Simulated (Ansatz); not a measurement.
```yaml
crystal:
  periodic: [false, false, false]
  atoms:
    - {symbol: Si, position_ang: [-1.466765, -0.293369, -0.524148]}
    - {symbol: Se, position_ang: [0.509958, 0.470236, -1.383635]}
    - {symbol: Ga, position_ang: [1.710236, 0.348391, 0.585455]}
    - {symbol: Cl, position_ang: [3.750556, 0.971309, 0.393901]}
    - {symbol: H, position_ang: [-1.305642, -0.591407, 0.921721]}
    - {symbol: H, position_ang: [-1.865561, -1.524585, -1.248323]}
    - {symbol: H, position_ang: [-2.508869, 0.745687, -0.708685]}
    - {symbol: H, position_ang: [1.176088, -0.126251, 1.963713]}
basis:
  gaussian: {orbitals: def2-TZVPP, point_charges: [{charge: 2.00, position_ang: [6.937, 0.021, 0.141]}]}
total_charge: 1
magnetization: {spin_polarized: false, initial_magnetization: 1}
hamiltonian: {xc: {name: B3LYP}, dispersion: d3bjatm, pseudopotentials: {relativity: scalar}}
accuracy: high
```

```sh
$ ansatz run in.yaml --threads 2 --pin off --events-out ev --progress --plain --max-ram 32768MiB --backend cpu
```

It prints (some lines left out):

```
Functional definition: B3LYP
3842 factors; integrals over basis functions are off by at most 2.1e-8 eV
mean field evaluation 1: about -139241.0840 eV, gradient 4.1e1 eV
mean field evaluation 2: about -139241.1602 eV, gradient 4.1e1 eV
mean field evaluation 4: about -139243.2164 eV, gradient 1.9e1 eV
mean field evaluation 8: about -139244.5217 eV, gradient 1.8e0 eV
mean field evaluation 16: about -139244.5391 eV, gradient 5.2e-3 eV
mean field evaluation 32: about -139244.5391 eV, gradient 4.2e-8 eV
mean field -139244.53911060 eV, -5117.1424289761 hartree, gradient 4.2e-8 eV, S^2 0.750000; 2 other end points of the search recorded, 0 dependent functions left out
reference -139244.53915655 eV, -5117.1424306645 hartree; 50, 49 occupied and 186, 187 virtual orbitals, 3842 factors
Total energy: -139244.97952003 eV, -5117.1586137240 hartree
Relativity: scalar
```

Hardware: 2 threads of an AMD EPYC 7R13 on a shared host. Wall time 53 s, peak host memory 1.9 GiB.
